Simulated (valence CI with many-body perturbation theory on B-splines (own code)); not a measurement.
## Questions on Ti VIII

Level of theory: configuration interaction combined with many-body perturbation theory (CI+MBPT): five valence electrons over a frozen Dirac-Fock core [Ne], a basis of 9 s, 9 p, 8 d, 6 f, 3 g, 1 h functions for each j, with the one-electron correlation potential Σ1, the two-electron term Σ2, the three-electron term Σ3, Breit, model QED; selected CI, second order for the rest, scaled by the run's own slope (own B-spline code, finite nucleus).

Against 6 measured levels this calculation errs by 122 cm⁻¹ on average and by 205 at most. These come from a selection out of Corliss and Sugar, J. Phys. Chem. Ref. Data 8, 1 (1979). Levels without a partner in it may be off by more. Among the levels kept, up to 1700 cm⁻¹ of a level comes from second order outside the variational space, and about a tenth of that is noise between levels of different J, which matters for small intervals.

Rates and lifetimes use the calculated energies. Strong lines usually hold to 10 to 20 %, long lifetimes can be off by a factor of two.

Q: What is the ground level?

A: 3s2.3p3 4S°_3/2, composition 96 % 3s2.3p3 4S° + 2 % 3s.3p3.3d 4S°, g = 1.997.

Q: Among levels below 394520 cm⁻¹, which E1 lines absorb most strongly from the ground level?

A: to 3s2.3p2.3d 4P_5/2 at 26.94 nm, f = 0.981; to 3s2.3p2.3d 4P_3/2 at 26.80 nm, f = 0.660; to 3s2.3p2.3d 4P_1/2 at 26.73 nm, f = 0.332.

Q: Where does the other parity begin?

A: At 3s.3p4 4P_5/2, 194430 cm⁻¹.

Q: How well does LS coupling describe the low levels?

A: Among the lowest 20 levels the leading LS term, summed over configurations, holds 95 % on average. For single configurations the figures are 83 % in LS and 56 % in jj coupling. Terms mix most in the J = 7/2 level at 319430 cm⁻¹, where the leading one holds 51 %.

Q: What are the static dipole polarisabilities of the lowest levels?

A: 3s2.3p3 4S°_3/2 0.920; 3s2.3p3 2D°_3/2 0.913 (tensor 0.031); 3s2.3p3 2D°_5/2 0.916; 3s2.3p3 2P°_1/2 0.900 bohr³, of which the core gives 0.0129.
